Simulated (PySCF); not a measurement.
## Worked example: chemical shift, span and skew from a shielding tensor

CH10FNSi3, SMILES N[C@H]([SiH3])[Si@@H](F)[SiH3]. Atoms are numbered in the order given.

```xyz
16

N      0.3717    -1.8383     0.1551
C      0.8434    -0.5028    -0.2890
Si     2.6317    -0.0816     0.1834
Si    -0.5527     0.5842     0.3722
F     -0.3426     2.1455    -0.0861
Si    -2.5499    -0.3177    -0.4671
H      0.6362    -2.0247     1.1225
H      0.7545    -2.5937    -0.4121
H      0.7566    -0.4545    -1.3889
H      3.0155     1.2890    -0.2624
H      2.7583    -0.1727     1.6691
H      3.5643    -1.0815    -0.4216
H     -0.5090     0.5665     1.8654
H     -2.2813    -0.9268    -1.8039
H     -3.0936    -1.3591     0.4512
H     -3.5886     0.7437    -0.6355
```

The structure is a stationary point at B3LYP-D3(BJ)/def2-SVP. The structure was generated by enumeration; whether it is a known compound was not checked. The values are those of a single conformer.

GIAO shieldings from PBE/pcSseg-1 run with PySCF, non-relativistic, no solvent. The symmetric part of the tensor of C2 has the principal values 125.0, 142.5, 189.5 ppm. The same nucleus in TMS has σ = 182.0 ppm at this level (PySCF, at its B3LYP-D3(BJ)/def2-TZVP geometry).

Work out the isotropic shielding, the ¹³C shift against TMS, the span and the skew.


σ(iso) = (σ11 + σ22 + σ33)/3 = 152.3 ppm. δ = σ(ref) − σ(iso) = 182.0 − (152.3) = 29.7 ppm.
Span Ω = σ33 − σ11 = 64.5 ppm. Skew κ = 3(σ(iso) − σ22)/Ω = 0.46. Tumbling in solution averages the tensor to δ; in a static solid the shielding alone would spread this spin-1/2 line over Ω.
